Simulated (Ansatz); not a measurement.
Molecule: CrO₃ (charge 0, triplet). The spin state was set by rule; other spins were not relaxed. 
Geometry from a B3LYP-D3(BJ)/def2-TZVP (Ansatz, a program for electronic structure) optimisation:
```
Cr
O 1 1.5748
O 1 1.5748 2 117.77
O 1 1.7459 2 116.26 3 -144.83
```
Charge 0, spin multiplicity 3.

Total electronic energies in hartree. Valence correlation only, unless marked. Open shells are spin-unrestricted. No spin-orbit coupling. The frozen core is the preceding noble-gas configuration, with the filled d and f shells of earlier blocks. No relativistic terms.  The program attaches cautions to a run behind CCSD/STO-3G: large difference. The program attaches cautions to a run behind CCSD/def2-SVP: large difference.

The UHF reference is spin-contaminated (<S^2> 1.70 over the pure value in the largest basis). The T1 diagnostic of CCSD in the largest basis is 0.141, which is high, so the coupled-cluster rows are less sure than usual.

```tsv
level	program	energy (Eh)
revPBE/def2-TZVPD	Ansatz	-1270.09015
r2SCAN/def2-TZVPD	Ansatz	-1270.10265
PBE0/def2-TZVP	Ansatz	-1269.72087
HSE06/def2-TZVPD	Ansatz	-1269.70716
RI-MP2/def2-TZVPPD	Ansatz	-1268.62633
RI-MP2/def2-QZVPP	Ansatz	-1268.71486
CCSD/STO-3G	Ansatz	-1254.27250
CCSD/def2-SVP	Ansatz	-1268.10957
```

Totals of different functionals don't rank their quality; only differences between species are comparable.
